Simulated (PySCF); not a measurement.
# Silicon: a sound run and one with changed settings

Sound run: Si(2+) [Ne] 3s2, Si(3+) [Ne] 3s1. Computed with PySCF 2.14 in def2-SVP, with no relativity, point nucleus. In the sound run the correlated levels freeze [Ne]. The sound run starts from symmetry-adapted Hartree-Fock orbitals and uses a fine grid where one is needed.

A second run was set up differently.

```json
{"species": "Si(2+)", "method": "UHF", "sound run (hartree)": "-287.89144", "changed run (hartree)": "-284.79851", "converged": "yes"}
{"species": "Si(2+)", "method": "PBE", "sound run (hartree)": "-288.22044", "changed run (hartree)": "-285.04327", "converged": "yes"}
{"species": "Si(2+)", "method": "LDA", "sound run (hartree)": "-287.20448", "changed run (hartree)": "-284.01342", "converged": "yes"}
{"species": "Si(2+)", "method": "MP2", "sound run (hartree)": "-287.92077", "changed run (hartree)": "-284.82189", "converged": "yes"}
{"species": "Si(2+)", "method": "CCSD(T)", "sound run (hartree)": "-287.93504", "changed run (hartree)": "-284.83875", "converged": "yes"}
{"species": "Si(3+)", "method": "UHF", "sound run (hartree)": "-286.71865", "changed run (hartree)": "-283.61636", "converged": "yes"}
{"species": "Si(3+)", "method": "PBE", "sound run (hartree)": "-286.99343", "changed run (hartree)": "-283.81047", "converged": "yes"}
{"species": "Si(3+)", "method": "LDA", "sound run (hartree)": "-285.97283", "changed run (hartree)": "-282.77718", "converged": "yes"}
```

Ionisation energy of Si(2+):

```
 method  sound run (eV)  changed run (eV)
    UHF          31.913            32.168
    PBE          33.388            33.546
    LDA          33.515            33.640
    MP2          32.711            32.804
SCS-MP2          32.871            32.931
   CCSD          33.100            33.263
CCSD(T)          33.100            33.263
  CCSDT          33.100            33.263
    FCI          33.100            33.263
```

**Question.** What was changed?
A. minimal basis
B. too few SCF iterations
C. angular grid far too coarse
D. radial grid too coarse

**Answer.** A. It used basis STO-3G. A minimal basis cannot let orbitals breathe on ionisation and holds almost no correlation.
